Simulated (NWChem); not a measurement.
System: CH$_{6}$FNSi; SMILES N[SiH2]CF

```xyz
10

N      0.4278    -2.0235     0.0000
Si    -0.4546    -0.5391     0.0000
C      0.6273     1.0311     0.0000
F     -0.1922     2.1460     0.0000
H      0.8594    -2.3914    -0.8385
H      0.8594    -2.3914     0.8385
H     -1.3018    -0.4888     1.2290
H     -1.3018    -0.4888    -1.2290
H      1.2851     1.0682    -0.8882
H      1.2851     1.0682     0.8882
```
Atoms are numbered in this order, from 1.

All runs: NWChem. Pople sets run with spherical d functions. STO-3G and 3-21G are far too small for this property and stand as cheap habits. The geometry was optimised at PBE0/def2-SVP. Field at 589 nm.

### Question
Among these, which level gives the lowest value of “isotropic polarisability (bohr³)”?
(A) B3LYP/STO-3G
(B) B3LYP/aug-cc-pVDZ
(C) B3LYP/def2-SVPD
(D) B3LYP/6-31G*

### Answer
A, B3LYP/STO-3G. Values: B3LYP/STO-3G 21.6; B3LYP/6-31G* 39.8; B3LYP/def2-SVPD 52.1; B3LYP/aug-cc-pVDZ 53.6
